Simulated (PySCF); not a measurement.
Electric field gradients and quadrupole coupling constants

C₆H₇N.
Cartesian coordinates in Å at the GFN2-xTB level; atoms count from 1:
```
atom  x, y, z in Å
C1     2.8642    0.4662   -0.6675
C2     2.0667   -0.5480    0.0785
C3     0.7527   -0.5544    0.1365
C4    -0.4998   -0.5606    0.1946
C5    -1.8211   -0.5341    0.2418
C6    -2.6038    0.4789   -0.4341
N7    -3.8628    0.5955   -0.4444
H8     2.2188    1.1672   -1.1904
H9     3.5151   -0.0291   -1.3886
H10    3.5023    1.0176    0.0246
H11    2.6275   -1.3145    0.6002
H12   -2.3583   -1.2896    0.8047
H13   -2.0455    1.2234   -0.9953
H14   -4.3568   -0.1190    0.0920
```

Field gradients from the PBE0/pcSseg-1 density (PySCF, non-relativistic), principal values in atomic units, ordered |Vxx| ≤ |Vyy| ≤ |Vzz|:

```tsv
atom	Vxx	Vyy	Vzz
N7	0.3284	0.6898	-1.0182
```

Problem. Find the asymmetry η = (Vxx − Vyy)/Vzz and the couplings χ = eQV/h (234.96 MHz × Q in barn × V in au), with Q(14N) = 0.02044 b.

Solution. 
```csv
atom,environment,nucleus,η,χzz (MHz),χxx (MHz),χyy (MHz)
N7,imine nitrogen,14N,0.36,-4.890,1.577,3.313
```

The tensor is traceless: Vxx + Vyy + Vzz = 0.

Problem. What is Vzz at N7 in SI units (1 au = 9.71736 × 10²¹ V/m²)?

Solution. -1.0182 au = -9.894 × 10²¹ V/m².

Were the hydrogens deuterons (Q(2H) = 0.00286 b), χzz would run from 207 kHz (H10, H9 and H13) to 257 kHz (H14).

One conformer (not necessarily the lowest) at the GFN2-xTB geometry, without solvent, vibrations or thermal averaging. GFN2-xTB bond lengths can be off by several hundredths of an ångström, more for odd bonds, and the gradients follow them. A larger basis could move these couplings by a tenth or more.

These values come from a run that also computed NMR shieldings. Hardware: one thread of an Arm Neoverse N1, shared host with 64 logical CPUs at a one-minute load of 56. Cost: 35 s (with the writing of density and orbital grids), 0.71 GiB resident at most.
